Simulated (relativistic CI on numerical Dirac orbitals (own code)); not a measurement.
Spin-allowed bands of a d7 ion in an octahedral site, by hand

Problem. Take Δ = 9350 cm⁻¹ and B = 850 cm⁻¹ for a high-spin d7 ion in an octahedral site. Calculate the three spin-allowed bands.

Working.
1. The terms of highest spin are 4F (energy 0) and 4P (15B = 12750 cm⁻¹). Here the F term splits into A2 at +1.2Δ = 11220, T2 at +0.2Δ = 1870 and T1 at −0.6Δ = -5610 cm⁻¹.
2. The two T1 states mix through the element 0.4Δ: H = [[-5610, 3740], [3740, 12750]], with roots ½(H₁₁ + H₂₂) ∓ ½√[(H₂₂ − H₁₁)² + 4H₁₂²] = ½(7140) ∓ ½(19825) = -6343 and 13483 cm⁻¹.
3. The ground term is 4T1 at -6343 cm⁻¹.
4. Bands: 4T2 8213 cm⁻¹ (1218 nm), 4A2 17563 cm⁻¹ (569 nm), 4T1(P) 19825 cm⁻¹ (504 nm).

Check. Exact diagonalisation of the whole d7 shell with these parameters gives 4T2 8213, 4A2 17563, 4T1 19825 cm⁻¹. The match is exact, since without spin-orbit coupling no other term has this spin. The ratio of the second band to the first, 2.138, depends on Δ/B = 11.0 alone, which is how a Tanabe-Sugano diagram is read.
